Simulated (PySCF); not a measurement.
# Radial density of Mo (molybdenum, neutral)

BLYP, [Kr] 4d4 5s1 5p1, one real determinant (an excited configuration). Calculation: PySCF 2.14, in aug-cc-pVDZ-PP with ECP28MDF; a scalar-relativistic core potential. This is the valence pseudo-density: the core potential removes the inner electrons and smooths the orbitals near the nucleus.

```tsv
r (bohr)	4πr²ρ (e/bohr)	4πr²(ρα − ρβ)
0.0438	2.254e-05	0.0000
0.0737	6.738e-05	0.0000
0.124	0.0003556	0.0001
0.208	0.004263	0.0011
0.351	0.1018	0.0237
0.590	2.454	0.3849
0.992	10.67	1.9464
1.67	5.407	2.2798
2.81	1.333	1.2374
4.72	0.3855	0.3853
7.94	0.03717	0.0372
13.4	0.0004557	0.0005
```

⟨L²⟩ = 8.00 against 12 for a pure F term, so this real determinant mixes terms. Energies and moments cover only the electrons outside the core potential.
